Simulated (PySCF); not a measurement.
C5H10OSi2.
Atom-mapped SMILES: `[CH3:1][C:2]#[C:3][Si@@H:4]1[CH2:5][CH2:6][SiH2:7][O:8]1`

NICS = −σ at a ghost point: NICS(0) at the centroid of the ring atoms, NICS(1) 1 Å to either side along the normal of their mean plane, zz for the tensor component along that normal. Level: GIAO PBE0/pcSseg-1 (PySCF, non-relativistic, gas phase) on the PBE0-D3(BJ)/def2-SVP geometry, one conformer.

Ring bond lengths (Å), with Mayer bond orders in brackets: Si4–C5 1.892 (0.90), C5–C6 1.545 (1.01), C6–Si7 1.897 (0.92), Si7–O8 1.681 (0.93), O8–Si4 1.680 (0.92).

**Question.** What do the NICS probes read (ppm)?

**Answer.** 
```csv
ring,type,NICS(0),"NICS(1), two faces","NICS(1)zz, two faces",rms pucker (Å),"centre to ring atoms, mean (Å)"
Si4–C5–C6–Si7–O8,5-membered ring with O and 2 Si; formal bonds all single,-5.3,-3.2 / -3.0,-3.2 / -2.4,0.17,1.46
```

**Question.** What do they say, and how far can they be read as aromaticity?

**Answer.** 
- Si4–C5–C6–Si7–O8: mean NICS(1)zz -2.8 ppm, near zero. Si4, C5, C6, Si7 have four or more neighbours, so the value isn't read as a sign of a π ring current.

**Question.** How shielded are the nuclei of the rings and their hydrogens (means over atoms taken as equivalent)?

**Answer.** 
| atoms | environment | σ isotropic (ppm) | principal values of the symmetric part, first atom (ppm) |
| --- | --- | --- | --- |
| Si4 | oxygen-bound silicon | 368.6 | 312.3, 370.1, 423.4 |
| C5 | sp3 carbon bound to silicon | 173.3 | 164.6, 174.3, 181.0 |
| C6 | sp3 carbon bound to silicon | 177.3 | 165.2, 175.5, 191.2 |
| Si7 | oxygen-bound silicon | 351.2 | 295.6, 337.8, 420.0 |
| O8 | siloxane oxygen | 286.4 | 211.0, 318.9, 329.3 |
| H on Si4 | Si–H hydrogen | 26.21 | 22.6, 24.2, 31.9 |
| H on C5 | methylene hydrogen | 30.56 | 25.8, 27.9, 38.0 |
| H on C5 | methylene hydrogen | 30.22 | 26.5, 27.0, 37.2 |
| H on C6 | methylene hydrogen | 30.18 | 25.9, 27.8, 36.8 |
| H on C6 | methylene hydrogen | 30.32 | 25.2, 27.3, 38.4 |
| H on Si7 | Si–H hydrogen | 26.38 | 22.8, 23.9, 32.4 |
| H on Si7 | Si–H hydrogen | 26.17 | 23.1, 23.9, 31.5 |

**Question.** How do the values depend on the level or the medium?

**Answer.** 
```
                              level  NICS(0), Si4–C5–C6–Si7–O8  mean NICS(1)zz, Si4–C5–C6–Si7–O8
                 PBE0/pcSseg-1, gas                       -5.3                              -2.8
                 WP04/pcSseg-1, gas                       -4.8                              -2.0
PBE0/pcSseg-1, IEF-PCM acetonitrile                       -5.4                              -2.8
    PBE0/pcSseg-1, IEF-PCM methanol                       -5.4                              -2.8
```

The geometry is the same throughout; the continuum's cavity takes Bondi-type radii × 1.2.
